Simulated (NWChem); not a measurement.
Molecule: C3H3NO3S2; SMILES O=S(O)(=O)c1ncsc1

```xyz
12

O     -0.7556     2.0173    -1.2752
S     -0.1691     1.5882     0.0000
O     -0.7556     2.0173     1.2752
O      1.4363     1.9145     0.0000
C     -0.0387    -0.2195     0.0000
C     -1.0849    -1.1161     0.0000
S     -0.4400    -2.7207     0.0000
C      1.1721    -2.0645     0.0000
N      1.2222    -0.7512     0.0000
H      1.8803     1.0182     0.0000
H     -2.1631    -0.9188     0.0000
H      2.0550    -2.7196     0.0000
```
Atoms are numbered in this order, from 1.

Results from NWChem. Geometry: optimised at PBE-D3(BJ)/def2-SVP. No frequency run checked for a minimum. B3LYP is NWChem's, with the RPA form of VWN correlation. Level: B3LYP/def2-SVP with SMD (1 M gas to 1 M solution), gas-phase geometry.

Order these by “dipole in solution (D)”, lowest first: benzene; 2-propanol; tetrahydrofuran; water.

benzene (7.59), tetrahydrofuran (8.07), 2-propanol (8.56), water (8.79)
